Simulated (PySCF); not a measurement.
C2H5BiF2, SMILES C[CH2][Bi]([F])[F].

Geometry: PBE0-D3(BJ)/def2-SVP. The structure was generated by enumeration; whether it is a known compound was not checked. The def2 effective core potentials stand for the cores of Bi; spin–orbit coupling is left out. Other conformers were not sampled.

These are PBE0-D3(BJ)/def2-SVP in PySCF 2.14.0 values and carry that method's errors.

Frequencies are harmonic and unscaled.

| mode | ν (cm⁻¹) | IR (km/mol) | moving atoms (share of kinetic energy) |
|---|---|---|---|
| 1 | 58 | 0.9 | C 38 %, H 37 %, F 25 % |
| 2 | 137 | 0.0 | F 51 %, H 30 %, C 16 % |
| 3 | 141 | 12.3 | F 65 %, C 23 %, H 10 % |
| 4 | 175 | 8.8 | F 87 % |
| 5 | 242 | 0.0 | H 84 %, C 11 % |
| 6 | 265 | 8.2 | C 56 %, H 20 %, Bi 14 %, F 10 % |
| 7 | 463 | 13.9 | C 71 %, H 23 % |
| 8 | 573 | 65.6 | F 91 %, Bi 9 % |
| 9 | 583 | 48.8 | F 92 %, Bi 8 % |
| 10 | 675 | 8.1 | H 81 %, C 19 % |
| 11 | 933 | 1.1 | H 93 % |
| 12 | 956 | 11.5 | H 85 %, C 15 % |
| 13 | 1062 | 7.4 | C 75 %, H 25 % |
| 14 | 1194 | 17.1 | H 67 %, C 33 % |
| 15 | 1236 | 0.5 | H 75 %, C 25 % |
| 16 | 1384 | 4.5 | H 83 %, C 17 % |
| 17 | 1429 | 0.9 | H 88 %, C 12 % |
| 18 | 1462 | 10.3 | H 97 % |
| 19 | 1482 | 5.4 | H 96 % |
| 20 | 3052 | 27.8 | H 97 % |
| 21 | 3066 | 14.9 | H 95 % |
| 22 | 3132 | 6.2 | H 90 %, C 10 % |
| 23 | 3146 | 6.0 | H 91 %, C 9 % |
| 24 | 3168 | 5.3 | H 90 %, C 10 % |
